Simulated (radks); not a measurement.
Neutral boron, configuration [He] 2s2 2p1. Calculated with a radial shooting solver on a logarithmic mesh with Libxc functionals: non-relativistic Kohn-Sham, PBE, spin-polarised, spherical densities, point nucleus; open shells are filled with parallel spins first.

Radial electron density D(r) = 4 pi r^2 rho(r):

r (bohr),D(r) (e/bohr),spin D(r)
0.01388,0.1528,-0.0000443
0.01723,0.2275,-0.0000656
0.02139,0.3361,-0.0000960
0.02654,0.4917,-0.000138
0.03294,0.7104,-0.000195
0.04089,1.011,-0.000265
0.05074,1.411,-0.000343
0.06298,1.924,-0.000406
0.07816,2.549,-0.000400
0.09701,3.260,-0.000205
0.1204,3.990,0.000418
0.1494,4.629,0.00192
0.1855,5.029,0.00509
0.2302,5.043,0.0113
0.2857,4.588,0.0224
0.3545,3.714,0.0413
0.44,2.636,0.0711
0.5461,1.668,0.115
0.6778,1.080,0.174
0.8412,0.9537,0.250
1.052,1.167,0.335
1.306,1.421,0.396
1.621,1.475,0.413
2.012,1.252,0.371
2.497,0.8557,0.281
3.099,0.4660,0.176
3.846,0.2010,0.0913
4.773,0.06845,0.0387
5.924,0.01814,0.0128
7.352,0.003597,0.00302
9.125,0.0004973,0.000462

D(r) has 2 maxima, at r = 0.209, 1.52 bohr, and minima at 0.802 bohr, inside which lie 2.10 electrons.
